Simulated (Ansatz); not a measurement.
A run for Ansatz (a quantum-chemistry and plane-wave program): R-CCSD(T)/cc-pVTZ on F2GeH3N (SMILES [NH2][GeH]([F])[F]), a point of a torsion scan. The run froze 17 orbitals, filled d shells among them.

Ansatz 0.2 input:
```yaml
crystal:
  periodic: [false, false, false]
  atoms:
    - {symbol: N, position_ang: [1.13638968, -0.09767686, -0.19352283]}
    - {symbol: Ge, position_ang: [-0.63825958, -0.07211946, 0.00737973]}
    - {symbol: F, position_ang: [-1.11000606, 1.57065143, 0.26929552]}
    - {symbol: F, position_ang: [-1.08675808, -0.89781604, 1.46873444]}
    - {symbol: H, position_ang: [1.61786459, 0.78808462, -0.13403708]}
    - {symbol: H, position_ang: [1.65912691, -0.81176344, 0.29121818]}
    - {symbol: H, position_ang: [-1.51538123, -0.61360158, -1.05784539]}
basis:
  gaussian:
    orbitals: cc-pVTZ
magnetization: {spin_polarized: false}
correlation: {method: ccsd_t, electrons: outside_noble_gas}
scf: {lower_state_search: off}
```

Output:

```
WARN ansatz: RAYON_NUM_THREADS=1 ignored (pool sized by the plan → 1); use --threads N
Functional definition: HF
these checks for a lower state are left out or cut short: stability, starts, cluster_reference, orbital_swaps, neighbouring_geometries, increment
integrals: 0.55 GiB planned
1063 factors; integrals over basis functions are off by at most 1.0e-3 eV
mean field: 0.56 GiB planned
mean field evaluation 1: about -63417.0779 eV, gradient 4.8e1 eV
mean field evaluation 2: about -63417.1677 eV, gradient 4.8e1 eV
mean field evaluation 4: about -63421.0860 eV, gradient 2.6e0 eV
mean field evaluation 8: about -63421.1189 eV, gradient 2.5e-1 eV
mean field -63421.11914212 eV, -2330.6831400942 hartree, gradient 2.0e-6 eV, S^2 0.000000; 0 other end points of the search recorded, 0 dependent functions left out
17 core orbitals not correlated
reference -63421.11914212 eV, -2330.6831400942 hartree; 13, 13 occupied and 145, 145 virtual orbitals, 1063 factors
second order -22.86264837 eV of doubles, -0.00000000 eV of singles
coupled cluster: 1.52 GiB planned
cycle   1  -22.61408809 eV  change    2.5e-1 eV  update   9.6e-2
cycle   2  -23.07254554 eV  change   -4.6e-1 eV  update   2.9e-2
cycle   3  -23.19160779 eV  change   -1.2e-1 eV  update   1.4e-2
cycle   4  -23.17595070 eV  change    1.6e-2 eV  update   3.0e-3
cycle   5  -23.17384184 eV  change    2.1e-3 eV  update   1.3e-3
cycle   6  -23.17483561 eV  change   -9.9e-4 eV  update   4.0e-4
cycle   7  -23.17464150 eV  change    1.9e-4 eV  update   1.4e-4
cycle   8  -23.17454499 eV  change    9.7e-5 eV  update   3.9e-5
cycle   9  -23.17455358 eV  change   -8.6e-6 eV  update   1.5e-5
perturbative correction -0.73306465 eV, -0.0269396291 hartree
Total energy: -63445.02676035 eV, -2331.5617288591 hartree
Checks for a lower state left out: stability, starts, cluster_reference, orbital_swaps, neighbouring_geometries, increment
```

Self-consistency was reached.

Cost: roughly 40 core-seconds.
